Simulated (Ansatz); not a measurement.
Compare A (`C#[C][Ge]([CH3])([F])[F]`) with its isomer B (`FC1=C[C]1(F)[GeH3]`).

Program: Ansatz. Geometries: PBE0-D4/def2-TZVP. ΔE: electronic, gas phase. CCSD(T)/CBS is the MP2 limit (def2-TZVPP, def2-QZVPP) plus CCSD(T) − MP2 in def2-TZVPP, frozen cores. Functionals use def2-TZVPP. B3LYP here is the variant with VWN-RPA as its local correlation; programs differ in this. For Ge outer-core shells are correlated without core-valence functions, which leaves a few kJ/mol of doubt a bond. Scalar relativity is left out up to krypton.

(1) Which is lower in electronic energy at CCSD(T)/CBS, and by how much? (An estimate is asked.)

(2) Give E(B) − E(A) in kJ/mol with PBE-D4, CCSD(T)/def2-SVP, ωB97M-V, B3LYP-D4, HF/def2-TZVPP, MP2/def2-TZVPP, CCSD(T)/def2-TZVPP. (Best estimate.)

(3) Does the order hold for the free energy at 298.15 K (harmonic terms from PBE0-D4)? (An estimate is asked.)

Largest T1 diagnostic: 0.013.

## Answers

(1) Computed: A, by 439.4 kJ/mol.

(2) The calculation gave: PBE-D4 369.8, CCSD(T)/def2-SVP 402.3, ωB97M-V 414.7, B3LYP-D4 414.5, HF/def2-TZVPP 466.0, MP2/def2-TZVPP 458.7, CCSD(T)/def2-TZVPP 442.7. None reverses the order clearly.

(3) Computed: Yes: G(B) − G(A) = +426.6 kJ/mol.

In def2-TZVPP, CCSD(T) changes the Hartree–Fock value by −23.3 kJ/mol (the triples alone add −4.3 kJ/mol) and MP2 by −7.3 kJ/mol. Leaving LDA and LC-ωPBE aside and taking each functional with its dispersion term where it has one, the values, not all of them listed here, spread over 68.1 kJ/mol, from PBE-D4 to B2PLYP. LDA lies −39.8 kJ/mol from PBE without D4.
